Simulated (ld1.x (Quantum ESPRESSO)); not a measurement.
I (Z = 53), TM: configuration errors across variants

iodine (I), norm-conserving Troullier–Martins (Kleinman–Bylander form), made with ld1.x (Quantum ESPRESSO) 7.5 (revPBE, fully relativistic). Core [Kr], reference 4d10 5s2 5p5. Waves: 5s (bound): rc 1.60 bohr; 5p (bound): rc 1.60 bohr; 4d (bound): rc 1.20 bohr. Local part: the d channel. Core correction: none.

Open shells are filled in proportion to 2j + 1 (rel_dist='average').

All-electron excitation energies from the reference (eV): (1) 4d10 5s2 5p4 11.116; (2) 4d10 5s2 5p3 30.944; (3) 4d10 5s2 5p2 60.242; (4) 4d10 5s2 5p4.5 4.524; (5) 4d10 5s1 5p6 10.347; (6) 4d9 5s2 5p5 58.160; (7) 4d10 5s2 5p1 99.610.

Tests that are not counted but printed errors over 1 eV. “all radii scaled by about 1.31 (s 2.10, p 2.10, d 1.58 bohr)”: 4d9 5s2 5p5 (pseudo-atom not self-consistent, printed error -2483 eV); 4d10 5s2 5p1 (pseudo-atom not self-consistent, printed error +38.7 eV). “all radii scaled by about 1.40 (s 2.24, p 2.24, d 1.68 bohr)”: 4d9 5s2 5p5 (pseudo-atom not self-consistent, printed error -2495 eV); 4d10 5s2 5p1 (solver errors, printed error -17.4 eV).

A true bound ghost makes a file unfit for plane-wave use even where its test errors are small: the radial tests pick states by their node count and pass the ghost by. Where a test does run into it, the solver fails or the error is huge.

The file “base” misses its own reference levels by 1.0 eV. The file “all radii scaled by about 0.78 (s 1.24, p 1.24, d 0.94 bohr)” misses its own reference levels by 1.0 eV. The file “all radii scaled by about 0.82 (s 1.32, p 1.32, d 0.98 bohr)” misses its own reference levels by 1.0 eV. The file “all radii scaled by about 0.90 (s 1.44, p 1.44, d 1.08 bohr)” misses its own reference levels by 1.0 eV. The file “all radii scaled by about 1.06 (s 1.70, p 1.70, d 1.26 bohr)” misses its own reference levels by 1.0 eV. The file “all radii scaled by about 1.17 (s 1.88, p 1.88, d 1.40 bohr)” misses its own reference levels by 1.0 eV. The file “all radii scaled by about 1.31 (s 2.10, p 2.10, d 1.58 bohr)” misses its own reference levels by 1.0 eV. The file “all radii scaled by about 1.40 (s 2.24, p 2.24, d 1.68 bohr)” misses its own reference levels by 1.0 eV.

Errors AE − PS in meV (a dash: test not solved or not reliable):

| change | (1) | (2) | (3) | (4) | (5) | (6) | (7) | bound ghosts |
| --- | --- | --- | --- | --- | --- | --- | --- | --- |
| base | +0.3 | +2.0 | +9.9 | 0.0 | +0.5 | -283 | +35 | s, p3/2, p1/2 |
| all radii scaled by about 0.78 (s 1.24, p 1.24, d 0.94 bohr) | -4.8 | -22 | -38 | -1.0 | +9.0 | -366 | +2.7 | p1/2, p3/2, s |
| all radii scaled by about 0.82 (s 1.32, p 1.32, d 0.98 bohr) | -4.1 | -17 | -26 | -0.9 | -3.1 | -413 | +4.0 | s, p3/2, p1/2 |
| all radii scaled by about 0.90 (s 1.44, p 1.44, d 1.08 bohr) | -3.0 | -13 | -22 | -0.7 | -2.2 | -362 | -5.4 | s, p3/2, p1/2 |
| all radii scaled by about 1.06 (s 1.70, p 1.70, d 1.26 bohr) | +0.7 | +3.9 | +14 | +0.1 | +0.2 | -285 | +39 | s, p3/2, p1/2 |
| all radii scaled by about 1.17 (s 1.88, p 1.88, d 1.40 bohr) | +0.7 | +4.4 | +15 | +0.1 | -1.9 | -298 | +43 | s, p3/2, p1/2 |
| all radii scaled by about 1.31 (s 2.10, p 2.10, d 1.58 bohr) | +0.2 | +2.3 | +12 | -0.1 | -6.4 | – | – | s, p3/2, p1/2 |
| all radii scaled by about 1.40 (s 2.24, p 2.24, d 1.68 bohr) | -0.5 | -0.5 | +6.1 | -0.2 | -12 | – | – | s, p3/2, p1/2 |

Question: Give the same row for: all radii scaled by about 1.21 (s 1.94, p 1.94, d 1.46 bohr).

Answer: +0.5, +3.7, +14, +0.1, -2.8, –, +42; bound ghosts: s, p3/2, p1/2. Not counted: 4d9 5s2 5p5 (pseudo-atom not self-consistent, printed error -4.0 eV).
